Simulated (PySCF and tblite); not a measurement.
Values are calculated unless marked as measured or tabulated.
**1,2‐dimethoxybenzene, C8H10O2, numbered as in [CH3:1][O:2][c:3]1[cH:4][cH:5][cH:6][cH:7][c:8]1[O:9][CH3:10]: conformational analysis**

The ensemble was built from 90 distance-geometry starts (ETKDG and KDG, MMFF94s, GFN2-xTB) and rests on PBE0-D3(BJ)/def2-SVP geometries. Free energies are B3LYP-D3(BJ)/def2-SVPD (IEF-PCM, chloroform) single points with GFN2-xTB rigid-rotor and vibrational terms (modes under about 100 cm⁻¹ blended into free rotors). Symmetry numbers and mirror images are counted. Conformers within 3 kcal/mol (GFN2-xTB free energy) were kept, 7 at most. GIAO shieldings: WP04/pcSseg-1 (IEF-PCM, chloroform). Couplings: B3LYP/pcSseg-1 with pcJ-1 on H (gas phase; spin-dipole term only for pairs with B, N, F, Si or P). Couplings are for ¹H. Shifts are against TMS (¹H), TMS (¹³C) at the same level. Run with PySCF (density fitting) and tblite.

Torsions listed: C1–O2–C3–C4, C3–C8–O9–C10. Of a mirror pair one member is shown.

```
conformer       shape   symmetry  E(GFN2) kcal/mol  E(DFT) kcal/mol  G(298.15 K) kcal/mol  weight %  dipole D
        1  -2°, -178°        C2v              0.00             0.00                  0.00      86.9      0.28
        2  122°, 179°  C1 (pair)              2.05             2.21                  1.14      12.8      2.76
        3  113°, -67°  C2 (pair)              4.81             4.05                  3.38       0.3      0.30
```

Weights (%) against temperature:

| T (K) | 1 | 2 | 3 | S(mix) cal/mol/K |
| --- | --- | --- | --- | --- |
| 180 | 98.6 | 1.4 | 0.0 | 0.17 |
| 230 | 95.0 | 5.0 | 0.0 | 0.47 |
| 298.15 | 86.9 | 12.8 | 0.3 | 0.98 |
| 330 | 82.5 | 17.0 | 0.5 | 1.21 |
| 400 | 72.9 | 25.8 | 1.3 | 1.64 |

Averaged shifts at 298.15 K. ¹H: 6.77 (H5/H6, 2H), 6.55 (H4/H7, 2H), 3.69 (H1/H10, 6H) ppm. ¹³C: 156.2 (C3/C8), 126.1 (C5/C6), 116.1 (C4/C7), 56.9 (C1/C10) ppm.

Averaged couplings (Hz): ²J(H1,H1) -11.6, ³J(H4,H5) 8.9, ⁴J(H4,H6) 1.0, ³J(H5,H6) 8.4.

Coordinates of conformer 1 (Å):

```xyz
20

C    -0.563    3.037    0.049
O    -0.840    1.722   -0.332
C     0.085    0.774   -0.084
C     1.332    1.007    0.489
C     2.226   -0.049    0.704
C     1.871   -1.340    0.348
C     0.618   -1.589   -0.227
C    -0.279   -0.548   -0.449
O    -1.502   -0.685   -0.996
C    -1.935   -1.967   -1.345
H     0.322    3.443   -0.474
H    -0.398    3.124    1.137
H    -1.440    3.637   -0.226
H     1.621    2.020    0.772
H     3.200    0.155    1.153
H     2.560   -2.171    0.513
H     0.347   -2.608   -0.501
H    -1.992   -2.636   -0.467
H    -1.279   -2.436   -2.102
H    -2.940   -1.854   -1.771
```

Coordinates of conformer 2 (Å):

```xyz
20

C     1.130   -2.479   -0.238
O     1.490   -1.305   -0.930
C     1.016   -0.126   -0.460
C     1.929    0.859   -0.097
C     1.502    2.110    0.351
C     0.140    2.371    0.450
C    -0.792    1.396    0.087
C    -0.369    0.149   -0.379
O    -1.201   -0.835   -0.785
C    -2.582   -0.627   -0.701
H     0.085   -2.767   -0.430
H     1.798   -3.275   -0.599
H     1.276   -2.362    0.851
H     2.990    0.614   -0.184
H     2.235    2.870    0.628
H    -0.213    3.341    0.807
H    -1.857    1.621    0.157
H    -2.911    0.215   -1.335
H    -3.062   -1.547   -1.060
H    -2.908   -0.437    0.338
```

Thermal terms of a conformer that GFN2-xTB lacks, or places elsewhere, come from the nearest GFN2-xTB minimum; such a conformer stays in the set even outside the window. Shifts are unscaled: against experiment ¹³C can be off by 15 ppm or more and ¹H by 0.8 ppm.

Search and properties took 7 min on 1 thread of Arm Neoverse V1 (shared host) (rough), launched as `OMP_NUM_THREADS=1 python ens_run.py task.json out`.
